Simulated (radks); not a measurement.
Problem. Coherent X-ray form factor from a spherical all-electron density. Method: non-relativistic Kohn-Sham, PBE, spin-polarised, spherical densities, point nucleus; computed with a radial shooting solver on a logarithmic mesh with Libxc functionals.

| sin(theta)/lambda (1/angstrom) | f0 (electrons) |
|---|---|
| 0.05 | 21.851 |
| 0.1 | 21.412 |
| 0.15 | 20.715 |
| 0.2 | 19.804 |
| 0.25 | 18.732 |
| 0.3 | 17.559 |
| 0.4 | 15.123 |
| 0.5 | 12.850 |
| 0.6 | 10.941 |
| 0.8 | 8.341 |
| 1 | 6.934 |
| 1.25 | 5.914 |
| 1.5 | 5.107 |
| 2 | 3.624 |

The species is in the configuration that NIST lists as its ground one. Which atom or ion scatters so?

Solution. The nickel ion Ni6+, [Ar] 3d4. Extrapolating in s^2 from the first two rows gives f0(0) = 22.0, near the electron count 22; among species with that count, the fall with angle is slower the higher Z, and the table is that of Z = 28; from so few rows the species is fixed only to a neighbour or two.
